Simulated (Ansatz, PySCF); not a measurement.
Ansatz (a quantum-chemistry and plane-wave program) was given this input:
Ansatz 0.2 input:
```yaml
crystal:
  periodic: [false, false, false]
  atoms:
    - {symbol: C, position_ang: [-0.00000000, -0.00000000, -0.49321914]}
    - {symbol: N, position_ang: [0.00000000, 0.00000000, 0.64442884]}
    - {symbol: H, position_ang: [-0.00000000, -0.00000000, -1.55168705]}
basis:
  gaussian:
    orbitals: aug-cc-pVDZ
hamiltonian:
  xc: cam_b3lyp
accuracy: high
```

**Question.** Convert this to an input for PySCF.

**Answer.** This is not unique; one that fits is 
```python
from pyscf import gto, scf, dft

mol = gto.Mole()
mol.atom = '''
    C    -0.000000   -0.000000   -0.493219
    N     0.000000    0.000000    0.644429
    H    -0.000000   -0.000000   -1.551687
'''
mol.basis = 'aug-cc-pvdz'
mol.charge = 0
mol.spin = 0
mol.verbose = 4
mol.build()

mf = dft.RKS(mol)
mf.xc = 'camb3lyp'
mf.grids.atom_grid = (99, 590)
mf.grids.prune = None
mf.kernel()
```

Both were run: Ansatz gave -93.387976 Eh and PySCF -93.387976 Eh, 0.000 mEh apart.
